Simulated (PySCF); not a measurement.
# Computed properties of H3O, SMILES [OH3+], charge +1

H₃O, SMILES [OH3+], charge +1. Geometry: PBE0-D3(BJ)/def2-TZVPD. The isomer is the one that the SMILES or the coordinates give; other isomers of the formula were not compared. The values are those of a single conformer. All values are computed for the isolated molecule unless a solvent is named; none is compared with measurement here.

**Structure.** The optimised structure has C3v symmetry. All 6 harmonic modes at PBE0-D3(BJ)/def2-TZVPD (PySCF) are real, so it is a minimum.

**Vibrations.** The strongest infrared lines (harmonic, unscaled, degenerate partners summed) lie at 3691 cm⁻¹ (947 km/mol, H 92 %), 841 cm⁻¹ (443 km/mol, H 85 %, O 15 %), 1675 cm⁻¹ (209 km/mol, H 94 %). The softest mode is at 841 cm⁻¹ and the zero-point energy is 21.7 kcal/mol.

**Electronic structure.** HF/def2-TZVPD (PySCF) places the frontier levels at -25.95 and -4.50 eV, a gap of 21.45 eV and a mean polarisability of 6.2 bohr³.

**Excitations.** TDA-CAM-B3LYP/def2-TZVPD (PySCF) has S1 at 11.40 eV (109 nm, f = 0.042, weak); the most intense of the 10 singlets computed lies at 16.74 eV (f = 0.35). Strengths of degenerate partners are summed. T1 (TDA) is at 10.57 eV, 0.83 eV under S1. No vertical singlet excitation falls in the visible range (under 3.1 eV).

**NMR.** GIAO shifts at PBE0/pcSseg-2 (PySCF) (non-relativistic, atoms alike by connectivity averaged): ¹H at 7.6 ppm against TMS.
